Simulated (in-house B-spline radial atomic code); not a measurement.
## Removing one electron from Mn7+

Closed shell [Ne] 3s2 3p6. Computed with a B-spline radial code for spherical atoms: Koopmans values of Dirac-Hartree-Fock plus a diagonal self-energy, in second order or with its direct term screened (direct RPA, with the hole-particle interaction, or full time-dependent Hartree-Fock), linearised in energy; no-pair Dirac-Coulomb Hamiltonian, finite nucleus. Shifts add to the Koopmans value (the ΔSCF shift is orbital relaxation alone); the final value takes TDHF screening with Breit and QED.

Command:
```bash
python run_mb.py task.json out
```
Settings (nuclear radius in fm, box in bohr, cutoff in hartree):
```
basis_form          2
Z                   25
core_configuration  [Ne] 3s2 3p6
rms_radius          3.7057
mass_number         55
speed_of_light      137.036
box_radius          8.943
lmax                7
intervals           62
virtual_cutoff      2500.0
```

Run time, properties included: 4.8 s on 1 thread of Intel(R) Xeon(R) 6975P-C (shared host).

Energies in eV:

| subshell | Koopmans | ΔSCF shift | second order | direct RPA | hole-particle | TDHF | Breit + QED | final |
| --- | --- | --- | --- | --- | --- | --- | --- | --- |
| 3p3/2 | 195.28 | -1.051 | ? | ? | ? | ? | ? | ? |
| 3p1/2 | 196.92 | -1.076 | 0.348 | 0.452 | 0.206 | 0.244 | -0.088 | 197.08 |

**Question.** What does the self-energy do to 3p3/2?

**Answer.** It shifts the removal energy by 0.380 eV in second order, 0.464 with direct RPA, 0.235 with the hole-particle term and 0.276 with TDHF screening (quasi-particle weight 0.975); Breit and QED add -0.048 eV. The final value is 195.51 eV, against 195.5 ± 0.3 eV (NIST, semi-empirical).
